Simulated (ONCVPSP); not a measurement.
# In, ONCV: configuration errors across variants

In (Z = 49), optimised norm-conserving Vanderbilt (ONCV), made with ONCVPSP 4.0.1 (PBEsol, scalar-relativistic). Core [Kr] 4d10, reference 5s2 5p1. Waves: 5s: rc 2.05 bohr, ncon 4, nbas 7, qcut 2.9 1/bohr, 3 projectors, debl 1.8 Ha; 5p: rc 2.45 bohr, ncon 4, nbas 7, qcut 3.9 1/bohr, 2 projectors, debl 0.6 Ha; d scattering state at 0.02 Ha: rc 2.55 bohr, ncon 3, nbas 6, qcut 3.9 1/bohr, 2 projectors, debl 1.8 Ha. Local part: polynomial inside 1.35 bohr (lpopt 3, dvloc0 2 Ha). Core correction: Teter function, fcfact 3.5, rcfact 1.05.

All-electron excitation energies from the reference (eV): (1) 5s2 5p0 5.361; (2) 5s1 5p0 24.640; (3) 5s2 5p0.5 1.941; (4) 5s1 5p1 12.015.

2 further variants failed, have other tests or too few solved ones, and are left out.

A true bound ghost makes a file unfit for plane-wave use even where its test errors are small: the radial tests pick states by their node count and pass the ghost by.

Errors AE − PS in meV (a dash: test not solved or not reliable):

| change | (1) | (2) | (3) | (4) | bound ghosts | GHOST(+) flags above zero |
| --- | --- | --- | --- | --- | --- | --- |
| base | +4.7 | -22 | +0.3 | -23 | none | s, p |
| all radii but the core radius scaled by about 0.95 (s 1.94, p 2.34, d 2.42 bohr); local potential polynomial inside 1.28 bohr (lpopt 3, dvloc0 2 Ha) | +4.7 | -23 | +0.3 | -23 | s, d | s, p |
| all radii but the core radius scaled by about 1.16 (s 2.38, p 2.84, d 2.96 bohr); local potential polynomial inside 1.56 bohr (lpopt 3, dvloc0 2 Ha) | +4.3 | -29 | +0.2 | -26 | none | s |
| all radii but the core radius scaled by about 1.20 (s 2.46, p 2.94, d 3.06 bohr); local potential polynomial inside 1.62 bohr (lpopt 3, dvloc0 2 Ha) | +4.1 | -33 | +0.2 | -28 | none | s |
| all radii but the core radius scaled by about 1.33 (s 2.74, p 3.26, d 3.40 bohr); local potential polynomial inside 1.80 bohr (lpopt 3, dvloc0 2 Ha) | +2.8 | -51 | 0.0 | -35 | none | s |

(1) Give the same row for: all radii but the core radius scaled by about 1.07 (s 2.20, p 2.62, d 2.74 bohr); local potential polynomial inside 1.44 bohr (lpopt 3, dvloc0 2 Ha).

Answers

(1) +4.6, -24, +0.3, -24; bound ghosts: none; GHOST(+) flags above zero: s, p, d.
